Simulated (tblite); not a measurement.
Species: C4H12GeO.
Numbering: `[CH3:1][CH2:2][C@@H:3]([CH3:4])[O:5][GeH3:6]` (hydrogens: H7, H8, H9 on C1; H10, H11 on C2; H12 on C3; H13, H14, H15 on C4; H16, H17, H18 on Ge6)

Computed with GFN2-xTB (tblite), gas phase: L-BFGS steps from a force-field or distance-geometry start until the largest atomic force falls under 0.01 eV/Å.

Step 24: E = -563.1172 eV
```
atom  x, y, z in Å  |  force x, y, z in eV/Å
C1     -1.9029    0.4610    1.0878    0.003  -0.024   0.001
C2     -1.4845   -0.1505   -0.2440   -0.036   0.014   0.005
C3      0.0177   -0.4376   -0.3049   -0.013  -0.013  -0.014
C4      0.4121   -1.0930   -1.6237   -0.005  -0.008  -0.051
O5      0.7200    0.7853   -0.1672   -0.033   0.061  -0.029
Ge6     2.2498    0.9513    0.6340    0.099   0.114   0.060
H7     -2.9857    0.5610    1.1335    0.039   0.054  -0.013
H8     -1.5849   -0.1721    1.9149    0.013   0.013  -0.007
H9     -1.4492    1.4433    1.2036   -0.028  -0.052   0.036
H10    -2.0265   -1.0839   -0.4066    0.042  -0.035  -0.011
H11    -1.7394    0.5372   -1.0517    0.021   0.011  -0.016
H12     0.2816   -1.1106    0.5243   -0.038  -0.050   0.005
H13    -0.0473   -2.0710   -1.7331   -0.022  -0.020   0.050
H14     1.4950   -1.1979   -1.6686    0.004  -0.045   0.024
H15     0.1008   -0.4616   -2.4510   -0.015   0.034  -0.030
H16     2.5316    2.3995    0.4174   -0.021  -0.067   0.008
H17     2.1038    0.5903    2.0889   -0.004  -0.004  -0.001
H18     3.2994    0.0556    0.0281   -0.006   0.017  -0.018
```

Step 25: E = -563.1186 eV
```
atom  x, y, z in Å  |  force x, y, z in eV/Å
C1     -1.9025    0.4614    1.0880    0.010  -0.036  -0.017
C2     -1.4864   -0.1502   -0.2452    0.001   0.019  -0.001
C3      0.0161   -0.4416   -0.3058   -0.007  -0.005   0.007
C4      0.4098   -1.0972   -1.6261   -0.012   0.026  -0.014
O5      0.7221    0.7810   -0.1642   -0.033   0.007  -0.023
Ge6     2.2538    0.9561    0.6376    0.041   0.065   0.029
H7     -2.9843    0.5660    1.1356    0.024   0.047  -0.019
H8     -1.5857   -0.1743    1.9133    0.015   0.012   0.002
H9     -1.4460    1.4422    1.2050   -0.020  -0.056   0.032
H10    -2.0284   -1.0842   -0.4107    0.041   0.007  -0.004
H11    -1.7356    0.5414   -1.0518    0.004  -0.008  -0.009
H12     0.2749   -1.1196    0.5219   -0.023  -0.017  -0.005
H13    -0.0508   -2.0750   -1.7379   -0.011   0.002   0.058
H14     1.4929   -1.2016   -1.6669    0.000  -0.052   0.005
H15     0.0993   -0.4628   -2.4514   -0.005   0.025  -0.034
H16     2.5285    2.4042    0.4193   -0.021  -0.049   0.002
H17     2.1091    0.5968    2.0928    0.000  -0.007   0.001
H18     3.3043    0.0638    0.0280   -0.005   0.020  -0.009
```

Step 26: E = -563.1193 eV
```
atom  x, y, z in Å  |  force x, y, z in eV/Å
C1     -1.9021    0.4610    1.0879    0.010  -0.032  -0.018
C2     -1.4870   -0.1497   -0.2457    0.023   0.011  -0.008
C3      0.0154   -0.4433   -0.3060    0.003   0.008   0.009
C4      0.4087   -1.0984   -1.6275   -0.012   0.032   0.008
O5      0.7229    0.7793   -0.1629   -0.014  -0.019  -0.006
Ge6     2.2565    0.9592    0.6400   -0.012   0.009   0.000
H7     -2.9832    0.5691    1.1362    0.008   0.035  -0.020
H8     -1.5856   -0.1749    1.9127    0.012   0.001   0.007
H9     -1.4452    1.4409    1.2065   -0.004  -0.041   0.027
H10    -2.0277   -1.0844   -0.4128    0.031   0.022  -0.003
H11    -1.7334    0.5434   -1.0521   -0.005  -0.015  -0.005
H12     0.2715   -1.1243    0.5208   -0.014   0.004  -0.013
H13    -0.0524   -2.0765   -1.7387   -0.008   0.017   0.053
H14     1.4919   -1.2038   -1.6659   -0.008  -0.049  -0.006
H15     0.0984   -0.4625   -2.4522    0.004   0.010  -0.026
H16     2.5249    2.4055    0.4185   -0.013  -0.015   0.001
H17     2.1112    0.5985    2.0944    0.003  -0.004   0.004
H18     3.3065    0.0672    0.0284   -0.003   0.025  -0.004
```

Task: Estimate the geometry and energy of step 27. (The exact step hangs on the optimiser's Hessian estimate; all steps are aligned on step 26, rigid shifts and turns removed.)

Result: E = -563.1197 eV, largest force 0.053 eV/Å
```
atom  x, y, z in Å  |  force x, y, z in eV/Å
C1     -1.9018    0.4603    1.0876    0.006  -0.019  -0.009
C2     -1.4868   -0.1491   -0.2461    0.027   0.002  -0.012
C3      0.0151   -0.4444   -0.3059    0.010   0.017   0.003
C4      0.4079   -1.0986   -1.6282   -0.007   0.023   0.014
O5      0.7232    0.7777   -0.1620    0.005  -0.021   0.008
Ge6     2.2579    0.9609    0.6415   -0.043  -0.028  -0.014
H7     -2.9823    0.5716    1.1360   -0.002   0.022  -0.019
H8     -1.5852   -0.1750    1.9125    0.006  -0.011   0.008
H9     -1.4448    1.4394    1.2078    0.012  -0.022   0.022
H10    -2.0270   -1.0836   -0.4142    0.020   0.019  -0.004
H11    -1.7318    0.5446   -1.0523   -0.008  -0.013  -0.005
H12     0.2693   -1.1272    0.5201   -0.008   0.013  -0.014
H13    -0.0534   -2.0769   -1.7381   -0.010   0.025   0.044
H14     1.4912   -1.2059   -1.6656   -0.014  -0.041  -0.011
H15     0.0979   -0.4619   -2.4529    0.010  -0.002  -0.015
H16     2.5209    2.4059    0.4169   -0.005   0.010   0.001
H17     2.1127    0.5990    2.0954    0.005   0.000   0.005
H18     3.3081    0.0696    0.0292   -0.003   0.027  -0.002
```

The energy changes by -0.0004 eV. The first-order estimate −F·Δx gives -0.0006 eV and the mean of the old and new forces, exact on a quadratic surface, -0.0004 eV. The step makes an angle of 63° with the force vector and moves no atom by more than 0.004 Å.

The cost below is that of the whole relaxation. Hardware: one thread, Arm Neoverse V2 (aarch64), on a shared host. Cost: 0.46 s.
